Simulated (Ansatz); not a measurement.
Ansatz (an electronic-structure program) input (B3LYP-D3(BJ)/def2-TZVP):

Ansatz 0.2 input:
```yaml
crystal:
  periodic: [false, false, false]
  atoms:
    - {symbol: Hg, position_ang: [-0.01011458, -0.01162340, -0.00057225]}
    - {symbol: Br, position_ang: [-0.23056024, 1.89783948, -1.47582281]}
    - {symbol: Br, position_ang: [0.20921242, -1.92070699, 1.47644030]}
basis:
  gaussian:
    orbitals: def2-TZVP
hamiltonian:
  xc: b3lyp
  dispersion: d3bj
relax: {f_tol: 0.002, max_steps: 150}
```

Output:

```
Functional definition: B3LYP
integrals: 0.07 GiB planned
1245 factors; their error is unknown
mean field: 0.70 GiB planned
mean field evaluation 1: about -144272.0905 eV, gradient 2.6e1 eV
mean field evaluation 2: about -144269.3140 eV, gradient 4.4e1 eV
mean field evaluation 4: about -144273.9444 eV, gradient 5.7e-1 eV
mean field evaluation 8: about -144274.6545 eV, gradient 4.5e-1 eV
mean field evaluation 16: about -144274.6547 eV, gradient 1.2e-5 eV
mean field -144274.65465952 eV, -5301.9957658640 hartree, gradient 1.2e-5 eV, S^2 0.000000; 0 other end points of the search recorded, 0 dependent functions left out
the calculation of the forces begins
reference -144274.65488585 eV, -5301.9957741816 hartree; 45, 45 occupied and 94, 94 virtual orbitals, 1245 factors
relax step   1: F+E_penalty+E_count = -144274.83280345 eV  Δ(F+E_penalty+E_count) = +0.000e0 eV  max|allowed force component| = 1.793e-2 eV/Å  Δτ_max = 0.0000 Å  (29 SCF iters, accepted)
these checks for a lower state are left out or cut short: starts, cluster_reference, orbital_swaps, neighbouring_geometries, increment
integrals: 0.07 GiB planned
1245 factors; their error is unknown
mean field: 0.70 GiB planned
mean field -144274.65478490 eV, -5301.9957704716 hartree, gradient 1.3e-5 eV, S^2 0.000000; 0 other end points of the search recorded, 0 dependent functions left out
the calculation of the forces begins
reference -144274.65501129 eV, -5301.9957787915 hartree; 45, 45 occupied and 94, 94 virtual orbitals, 1245 factors
relax step   2: F+E_penalty+E_count = -144274.83282645 eV  Δ(F+E_penalty+E_count) = -2.301e-5 eV  max|allowed force component| = 9.179e-3 eV/Å  Δτ_max = 0.0024 Å  (34 SCF iters, accepted)
these checks for a lower state are left out or cut short: starts, cluster_reference, orbital_swaps, neighbouring_geometries, increment
integrals: 0.07 GiB planned
1245 factors; their error is unknown
mean field: 0.70 GiB planned
mean field evaluation 32: about -144274.6548 eV, gradient 1.3e-5 eV
mean field -144274.65475823 eV, -5301.9957694918 hartree, gradient 1.3e-5 eV, S^2 0.000000; 0 other end points of the search recorded, 0 dependent functions left out
the calculation of the forces begins
reference -144274.65498461 eV, -5301.9957778109 hartree; 45, 45 occupied and 94, 94 virtual orbitals, 1245 factors
relax step   3: F+E_penalty+E_count = -144274.83283399 eV  Δ(F+E_penalty+E_count) = -7.537e-6 eV  max|allowed force component| = 5.677e-5 eV/Å  Δτ_max = 0.0008 Å  (34 SCF iters, accepted)
integrals: 0.07 GiB planned
1245 factors; their error is unknown
mean field: 0.70 GiB planned
mean field -144274.65475823 eV, -5301.9957694918 hartree, gradient 1.3e-5 eV, S^2 0.000000; 1 other end points of the search recorded, 0 dependent functions left out
the calculation of the forces begins
reference -144274.65498461 eV, -5301.9957778109 hartree; 45, 45 occupied and 94, 94 virtual orbitals, 1245 factors
Total energy: -144274.83306036 eV, -5302.0023219741 hartree
Atom 0 at    -0.010465    -0.011514    -0.000010 Å, force    -0.000045     0.000030     0.000057 eV/Å
Atom 1 at    -0.230521     1.898971    -1.477021 Å, force     0.000023    -0.000018    -0.000026 eV/Å
Atom 2 at     0.209524    -1.921948     1.477076 Å, force     0.000022    -0.000012    -0.000030 eV/Å
Dipole moment:     0.000013    -0.000009    -0.000015 e Å
```
